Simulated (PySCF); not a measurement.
Geometries of 2 isomers of C5H4F2, from PySCF, PBE0-D3(BJ)/def2-SVP geometry optimisation, gas phase. One conformer each, no zero-point energy, no frequencies.

Question: Which is lower in electronic energy at this level?
A.
```xyz
11
angstrom
F     -2.256   -1.524   -0.387
C     -1.593   -0.346   -0.543
F     -2.555    0.614   -0.601
C     -0.655   -0.110    0.575
C      0.640    0.137    0.368
C      1.966    0.429    0.822
C      1.781    0.321   -0.483
H     -1.079   -0.370   -1.521
H     -1.065   -0.138    1.588
H      2.650    0.611    1.648
H      2.207    0.356   -1.483
```
B.
```xyz
11
angstrom
F      2.459   -0.608   -0.499
C      1.195   -0.340   -0.231
C      0.255   -1.157    0.272
C     -1.011   -0.366    0.388
C     -0.668    1.004   -0.112
C      0.627    0.987   -0.468
F      1.355    1.970   -0.963
H      0.378   -2.202    0.550
H     -1.825   -0.818   -0.208
H     -1.378   -0.338    1.431
H     -1.353    1.848   -0.171
```

Answer: B. That is `C1C=C(C(F)=C1)F`, 45.2 kcal/mol below the other.

```
       SMILES                        atoms numbered as above      E (Eh)  relative (kcal/mol)  relative (kJ/mol)  dipole (D)
  FC1=CCC=C1F    [F:1][C:2]1=[CH:3][CH2:4][CH:5]=[C:6]1[F:7]  -391.87140                  0.0                0.0        2.50
FC(F)C=C1C=C1  [F:1][CH:2]([F:3])[CH:4]=[C:5]1[CH:6]=[CH:7]1  -391.79930                 45.2              189.3        4.84
```

As drawn, the higher has a three-membered ring and two fluorines on one carbon, which the lower lacks.
